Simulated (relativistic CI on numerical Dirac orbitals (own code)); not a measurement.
## One change at a time: Br⁸⁺

Base calculation: Dirac-Coulomb-Breit CI, KLI orbitals optimised for each configuration, a model potential for QED, unscaled Slater integrals.

CI space (outside the closed core [Ne]): 3s²3p⁶3d⁹, 3s²3p⁵3d¹⁰, 3s²3p⁶3d⁸4s, 3s²3p⁶3d⁸4p, 3s3p⁶3d¹⁰, 3s²3p⁶3d⁷4s², 3s²3p⁶3d⁸4d, 3s²3p⁶3d⁷4s4p, 3s²3p⁶3d⁸5s, 3s²3p⁶3d⁷4p², 3s²3p⁶3d⁸4f, 3s²3p⁶3d⁸5p, 3s²3p⁶3d⁷4s4d, 3s²3p⁶3d⁸5d, 3s²3p⁶3d⁷4p4d, 3s²3p⁶3d⁸5f. Levels of other configurations are missing.

Variants: (1) QED terms removed. Shifts of the energy above 3s²3p⁶3d⁹ ²D5/2, in cm⁻¹, for the lowest level and the first level of each name with at least 55 % of one term (blank where a level changes its place among those of its configuration and J or its character, or is not in the variant):

| Level | Base | Δ(1) |
| --- | --- | --- |
| 3s²3p⁶3d⁹ ²D5/2 | 0 | 0 |
| 3s²3p⁶3d⁹ ²D3/2 | 8527 | -30 |
| 3s²3p⁶3d⁸4s ⁴F9/2 | 645302 | -384 |
| 3s²3p⁶3d⁸4s ⁴F7/2 | 649607 | -394 |
| 3s²3p⁶3d⁸4s ⁴F5/2 | 654316 | -413 |
| 3s²3p⁶3d⁸4s ⁴F3/2 | 657060 | -421 |
| 3s²3p⁶3d⁸4s ²F7/2 | 658864 | -397 |
| 3s²3p⁶3d⁸4s ²F5/2 | 665524 | -410 |
| 3s²3p⁶3d⁸4s ⁴P5/2 | 680154 | -390 |
| 3s²3p⁶3d⁸4s ²D3/2 | 682736 | -394 |
| 3s²3p⁶3d⁸4s ⁴P1/2 | 688618 | -410 |
| 3s²3p⁶3d⁸4s ⁴P3/2 | 688674 | -414 |
| 3s²3p⁶3d⁸4s ²D5/2 | 690252 | -424 |
| 3s²3p⁶3d⁸4s ²P3/2 | 697504 | -409 |
| 3s²3p⁶3d⁸4s ²P1/2 | 699086 | -406 |
| 3s²3p⁶3d⁸4s ²G9/2 | 701003 | -404 |
| 3s²3p⁶3d⁸4s ²G7/2 | 701090 | -405 |
| 3s²3p⁶3d⁸4s ²S1/2 | 771096 | -409 |
| 3s²3p⁶3d⁸4p ⁴D°7/2 | 788423 | -72 |
| 3s²3p⁶3d⁸4p ⁴D°5/2 | 796343 | -96 |
| 3s²3p⁶3d⁸4p ⁴G°7/2 | 799277 | -94 |
| 3s²3p⁶3d⁸4p ⁴G°11/2 | 800130 | -90 |

At this charge configurations can still be misplaced by up to about 7 % of their energy.

Ionisation energy from the two ground configurations alone: base 223.738 eV. The NIST ASD value (theoretical) is 224 eV.

LS names give the leading component of a level, which can be under half, so a name can repeat, a term be missing and a line seem to break the LS rules.
